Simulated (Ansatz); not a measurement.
Single points on AlB₃⁺.

```yaml
crystal:
  periodic: [false, false, false]
  atoms:
    - {symbol: B, position_ang: [0.353779, -0.174146, 1.382062]}
    - {symbol: B, position_ang: [-0.052267, -0.061994, -0.125238]}
    - {symbol: B, position_ang: [0.483059, 1.168377, 0.680541]}
    - {symbol: Al, position_ang: [-0.784571, -0.932247, -1.937366]}
basis:
  gaussian: {orbitals: def2-TZVP, initial_orbitals: start.molden}
total_charge: 1
magnetization: {spin_polarized: true, initial_magnetization: 1}
hamiltonian: {xc: {name: BHLYP}, dispersion: d4}
scf: {omitted_lower_state_checks: [starts]}
output: {orbitals: {seedname: orbitals}}
```

The file start.molden holds the orbitals of an earlier run on this structure, at another level or in another basis.

```sh
$ ansatz run in.yaml --threads 4 --pin off --events-out ev --progress --plain --max-ram 3916MiB
```

Shortened log:

```
Functional definition: BHLYP
919 factors; their error is unknown
mean field evaluation 1: about -8610.5195 eV, gradient 4.0e0 eV
mean field evaluation 2: about -8610.5756 eV, gradient 1.2e-1 eV
mean field evaluation 4: about -8610.6202 eV, gradient 1.2e-3 eV
mean field -8610.62017697 eV, -316.4344550156 hartree, gradient 2.1e-5 eV, S^2 0.895389; 0 other end points of the search recorded, 0 dependent functions left out
reference -8610.62032885 eV, -316.4344605973 hartree; 14, 13 occupied and 116, 117 virtual orbitals, 919 factors
Total energy: -8610.78744743 eV, -316.4406020918 hartree
Checks for a lower state left out: starts
```

It took 3.6 s on 4 threads of Arm Neoverse V1 on a shared host.

As the first input, with `hamiltonian: {xc: pbe, dispersion: d4}` (abridged; 1.3 s):

```
Functional definition: PBE
mean field -8605.29561639 eV, -316.2387810236 hartree, gradient 1.1e-5 eV, S^2 0.795411
Total energy: -8605.40647933 eV, -316.2428551612 hartree
Checks for a lower state left out: starts
```

First input, but with `hamiltonian: {xc: {name: BLYP}, dispersion: d4}` (abridged; 1.4 s):

```
Functional definition: BLYP
mean field -8611.75901804 eV, -316.4763066529 hartree, gradient 1.8e-5 eV, S^2 0.783615
Total energy: -8611.99997362 eV, -316.4851616074 hartree
Checks for a lower state left out: starts
```

First input, but with `gaussian: {orbitals: STO-3G}`, `hamiltonian: {xc: hf}` (abridged; 0.15 s):

```
Functional definition: HF
mean field evaluation 16: about -8480.8782 eV, gradient 1.4e0 eV
mean field -8480.99525107 eV, -311.6708268518 hartree, gradient 1.8e-5 eV, S^2 1.392850
Total energy: -8480.99525107 eV, -311.6708268518 hartree
Checks for a lower state left out: starts
```

First input, but with `hamiltonian: {xc: r2scan, dispersion: d4}` (abridged; 3.5 s):

```
Functional definition: r2SCAN
mean field -8609.85788572 eV, -316.4064413290 hartree, gradient 1.4e-5 eV, S^2 0.899066
Total energy: -8609.88084854 eV, -316.4072851970 hartree
Checks for a lower state left out: starts
```

As the first input, with `gaussian: {orbitals: 6-31G}`, `hamiltonian: {xc: hf}` (abridged; 0.25 s):

```
Functional definition: HF
mean field evaluation 16: about -8582.8012 eV, gradient 1.6e-4 eV
mean field evaluation 32: about -8582.8012 eV, gradient 1.7e-6 eV
mean field -8582.80120587 eV, -315.4121266842 hartree, gradient 6.8e-6 eV, S^2 1.139191
Total energy: -8582.80120587 eV, -315.4121266842 hartree
Checks for a lower state left out: starts
```

The first input with `correlation: {method: mp2}` and without the key `hamiltonian` (abridged; 0.9 s):

```
Functional definition: HF
mean field -8584.94780778 eV, -315.4910128492 hartree, gradient 1.0e-5 eV, S^2 1.735884
8 core orbitals not correlated: weight in the atoms' cores, before any rotation towards them, 1.000 or more for the frozen orbitals, at most 0.000 for the correlated occupied ones
second order -7.05554124 eV of doubles, -0.00000000 eV of singles
Total energy: -8592.00334901 eV, -315.7502992072 hartree
Checks for a lower state left out: starts
```

Geometry: PBE0-D4/def2-TZVP.

Correlated methods freeze 8 core orbitals. At BHLYP-D4/def2-TZVP, HF/STO-3G, r2SCAN-D4/def2-TZVP, HF/6-31G and others the charge 1 doublet is spin-contaminated (final ⟨S²⟩ up to 1.74, 0.75 for a pure state). The structure comes from a short search, and lower isomers may exist.
